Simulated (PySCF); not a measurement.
## Arsenic: a sound run and one with changed settings

Sound run: As⁺ [Ar] 3d10 4s2 4p2, As²⁺ [Ar] 3d10 4s2 4p1. Calculation: PySCF 2.14, in 6-31G* (5s4p3d, 32 functions); the non-relativistic Hamiltonian (point nucleus). In the sound run the correlated levels freeze [Ar] 3d10. The sound run starts from symmetry-adapted Hartree-Fock orbitals and uses a fine grid where one is needed.

Changed run: initial guess sap, at most 50 SCF cycles.

```csv
species,method,sound run (hartree),changed run (hartree),converged
As⁺,UHF,-2233.55463,-2233.55463,yes
As⁺,MN15,-2235.47913,-2235.47913,yes
As⁺,CCSD(T),-2233.61398,-2233.61398,yes
As²⁺,r2SCAN,-2234.44351,-2234.44351,yes
As²⁺,MP2,-2232.92482,-2232.92482,yes
```

Here the plain start reaches the same solutions.
